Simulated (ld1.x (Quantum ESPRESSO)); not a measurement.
## What the settings do to the TM potential of chlorine

Base potential:

| Quantity | Value |
| --- | --- |
| Element | Cl |
| Generator | ld1.x (Quantum ESPRESSO) 7.5 |
| Type | norm-conserving Troullier–Martins (Kleinman–Bylander form) |
| Functional | BP86 |
| Relativity | non-relativistic |
| Frozen core | [Ne] |
| Valence charge | 7 |
| Reference configuration | 3s2 3p4.75 (charge +0.25) |
| Partial waves | 3s (bound): rc 1.30 bohr; 3p (bound): rc 0.95 bohr |
| Local potential | all-electron potential smoothed inside 1.00 bohr (lloc = -1) |
| Core correction | a·sin(br)/r model core, default radius (core density twice the valence density) |

All-electron outer shells of the reference configuration (BP86, non-relativistic, ld1.x):

| shell | level (eV) | outermost node (bohr) | outermost maximum (bohr) |
| --- | --- | --- | --- |
| 3s | -23.31 | 0.56 | 1.29 |
| 3p | -11.25 | 0.53 | 1.43 |

Cutoffs, loose and tight: the cutoffs (Ry, on a coarse ladder) from which the occupation-weighted sum of valence levels, in a spherical-Bessel basis at the reference potential, stays within 10 and 1 mRy of its value at 400 Ry. They do not see the model core or the augmentation charge, which bear on the density cutoff. Test errors are all-electron minus pseudo excitation energies from the reference, over the configurations 3s2 3p5; 3s2 3p4; 3s2 3p3; 3s2 3p5.3; 3s2 3p1; 3s1 3p5; 3s1 3p6. A dash means not determined; rows that change the core or the reference have their own tests. The largest error is taken over the tests solved by every variant that gives reliable tests at all: 3s1 3p5; 3s1 3p6; 3s2 3p3; 3s2 3p4; 3s2 3p5; 3s2 3p5.3.

A true bound ghost makes a file unfit for plane-wave use even where its test errors are small: the radial tests pick states by their node count and pass the ghost by. Where a test does run into it, the solver fails or the error is huge.

| change | outcome | cutoff, loose | cutoff, tight | bound ghosts | largest test error (meV) |
| --- | --- | --- | --- | --- | --- |
| base | generated | 140 Ry | 300 Ry | none | +34 |
| local potential all-electron potential smoothed inside 0.52 bohr (lloc = -1) | generated | 140 Ry | 300 Ry | s | +38 |
| local potential all-electron potential smoothed inside 0.64 bohr (lloc = -1) | generated | 140 Ry | 300 Ry | s | +30 |
| local potential all-electron potential smoothed inside 0.92 bohr (lloc = -1) | generated | 140 Ry | 300 Ry | none | +41 |
| local potential all-electron potential smoothed inside 1.04 bohr (lloc = -1) | generated | 140 Ry | 300 Ry | none | +33 |
| local potential all-electron potential smoothed inside 1.18 bohr (lloc = -1) | generated | 140 Ry | 300 Ry | none | +31 |
| local potential all-electron potential smoothed inside 1.26 bohr (lloc = -1) | generated | 140 Ry | 300 Ry | none | +30 |
| local potential all-electron potential smoothed inside 1.42 bohr (lloc = -1) | generated | 140 Ry | 300 Ry | none | +28 |
| local potential all-electron potential smoothed inside 1.52 bohr (lloc = -1) | generated | 140 Ry | 300 Ry | none | +27 |

**Question.** What comes out with this change to the base: local potential all-electron potential smoothed inside 0.70 bohr (lloc = -1)?

**Answer.** outcome: generated; cutoff, loose: 140 Ry; cutoff, tight: 300 Ry; bound ghosts: s; largest test error (meV): +23.

**Question.** What comes out with this change to the base: local potential all-electron potential smoothed inside 0.82 bohr (lloc = -1)?

**Answer.** outcome: generated; cutoff, loose: 140 Ry; cutoff, tight: 300 Ry; bound ghosts: s; largest test error (meV): +8.0.

Reading the sweep of the rcloc (base included, trends over the rows without a ghost): The loose cutoff stays near 140 Ry. The median size of the test errors (rows with all tests solved) falls from 5.1 meV at 0.92 to 3.5 meV at 1.52 bohr. Bound ghosts are found at 0.52, 0.64, 0.7, 0.82 bohr.
